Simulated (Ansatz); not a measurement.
Species: ZrF₂ (charge 0, singlet). 
Structure (B3LYP-D3(BJ)/def2-TZVP (Ansatz, a program for electronic structure) minimum search):
```xyz
3

Zr     0.0018    -0.0064    -0.3205
F      1.5627     0.0182     0.7209
F     -1.5706     0.0104     0.7037
```

Quantity: atomisation energy (electronic, to ground-state atoms), in kJ/mol. Correlated levels leave the core frozen unless marked. UHF or UKS for open shells. No spin-orbit coupling. The frozen core is the preceding noble-gas configuration, with the filled d and f shells of earlier blocks. In def2 rows, elements after Kr have scalar-relativistic effective core potentials. STO-3G rows are all-electron and non-relativistic. The coupled-cluster limit lacks core correlation, which all-electron functionals hold. CBS marks a two-point X^-3 extrapolation of the correlation energy; Hartree-Fock from the larger set.

```json
[
 {"level": "HF/def2-SVP", "program": "Ansatz", "atomisation energy (kJ/mol)": "828.7"},
 {"level": "HF/def2-TZVPPD", "program": "Ansatz", "atomisation energy (kJ/mol)": "830.9"},
 {"level": "PBE-D3(BJ)/def2-TZVPD", "program": "Ansatz + dftd3", "atomisation energy (kJ/mol)": "1297.4"},
 {"level": "r2SCAN-D3(BJ)/def2-TZVPD", "program": "Ansatz + dftd3", "atomisation energy (kJ/mol)": "1234.8"}
]
```

Question: Predict the CCSD(T)/CBS(def2-TZVPPD,def2-QZVPPD) result (Ansatz).

Answer: 1258.4 kJ/mol, so r2SCAN-D3(BJ)/def2-TZVPD differs from it by -23.6 kJ/mol.
